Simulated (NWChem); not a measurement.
A series in which one site is exchanged, each optimised at PBE0/def2-SVP with NWChem, gas phase unless a solvent is named. For some, no frequency run checked for a minimum. def2 effective core potentials on Sn; no spin-orbit coupling.

A: [GeH3][SnH3] (SnGeH6; site = Sn)
B: [GeH3][SiH3] (GeSiH6; site = Si)
C: [GeH3][GeH3] (Ge$_{2}$H$_{6}$; site = Ge)
D: [CH3][GeH3] (CH₆Ge; site = C)

Question: Rank them by lowest singlet excitation, CAM-B3LYP/def2-SVPD, TDA (eV), lowest first.

Answer: A (6.94), C (7.30), B (7.45), D (8.25)
